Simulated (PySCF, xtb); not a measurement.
H10NSi3, SMILES [SiH3][NH+]([SiH3])[SiH3], charge +1.

xtb with GFN2-xTB at its own geometry gives an orbital gap of 5.23 eV.

Geometry: PBE0-D3(BJ)/def2-SVP. The isomer is the one that the SMILES or the coordinates give; other isomers of the formula were not compared.

**Question.** What does PBE/def2-TZVP in PySCF give? (The exact figures need the calculation; the answer reports its results.)

**Answer.** gap 6.47 eV (levels -12.99 and -6.52 eV).
